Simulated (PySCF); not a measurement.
## Exact mass, isotope pattern and composition

Species: `[H]/N=C/C/C=C(/C)CN=C`.

Calculated from isotope tables alone.

**Question.** Molar mass and exact mass?

**Answer.** For C7H12N2, with standard atomic weights, 7 × 12.011 + 2 × 14.007 + 12 × 1.008 = 124.187 g/mol. From the most abundant isotopes (12C, 14N, 1H), 7 × 12.000000 + 2 × 14.003074 + 12 × 1.007825 = 124.1000 u.

**Question.** Work out the cluster of the molecular ion M+•, one line a nominal mass.

**Answer.** 
| nominal mass | m/z (centroid) | relative intensity |
| --- | --- | --- |
| 124 | 124.0995 | 100.0 |
| 125 | 125.1023 | 8.4 |
| 126 | 126.1051 | 0.3 |

Lines under 0.1 % of the tallest are left out. One electron mass, 0.00055 u, is taken off. Abundances used (%; other tables differ somewhat): 12C 98.93, 13C 1.07; 14N 99.632, 15N 0.368; 1H 99.9885, 2H 0.0115.

**Question.** What share of all molecules is the monoisotopic species?

**Answer.** 0.9893^7 × 0.99632^2 × 0.999885^12 = 91.94 %.

**Question.** Resolve the fine structure: one atom at a time replaced by a minor isotope.

**Answer.** Intensity in % of the monoisotopic species:

```tsv
isotope	mass shift (u)	m/z	intensity (%)
15N	+0.99703	125.0965	0.74
13C	+1.00335	125.1029	7.57
2H	+1.00628	125.1058	0.14
```

Species under 0.02 % are left out.

**Question.** How much CO2 and H2O would complete combustion of 2.00 mg give?

**Answer.** 16.10 μmol of compound give 4.96 mg CO2 and 1.74 mg H2O.
